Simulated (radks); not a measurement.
Effect of the nuclear size on the gadolinium ion Gd2+, [Xe] 4f7 5d1. All-electron calculation, Dirac Kohn-Sham, relativistic LDA (MacDonald-Vosko exchange, VWN5 correlation), spin-unpolarised, spherical densities, finite nucleus; open shells are shared between the two j in proportion to 2j + 1; Fermi nuclear charge, rms radius 5.1569 fm. Program: a radial shooting solver on a logarithmic mesh with Libxc functionals. The rms radius is varied about that value; shifts are against it.

rms radius (fm)  total energy shift (eV)  density at nucleus (e/bohr^3)  1s1/2 shift (meV)  2s1/2 shift (meV)  5s1/2 shift (meV)  5p1/2 shift (meV)  5d5/2 shift (meV)  6s1/2 (empty) shift (meV)
4.3421                             -6.08                       6.48e+05              -2490               -321              -2.73              0.094              0.050                     -0.418
4.8062                             -2.71                      6.314e+05              -1110               -143              -1.22              0.042              0.022                     -0.187
5.1569                                 0                      6.202e+05              0.000              0.000              0.000              0.000              0.000                      0.000
5.6416                              3.98                      6.062e+05               1630                210               1.79             -0.061             -0.033                      0.274
6.1831                              8.75                      5.922e+05               3580                462               3.93             -0.135             -0.072                      0.602

Slopes of the eigenvalues against <r^2> in GHz/fm^2, as finite differences over the two radii next to the reference (eigenvalue slopes, not the field-shift constants of lines): 1s1/2 76000, 2s1/2 9800, 5s1/2 83.4, 5p1/2 -2.86, 5d5/2 -1.53, 6s1/2 (empty) 12.8.
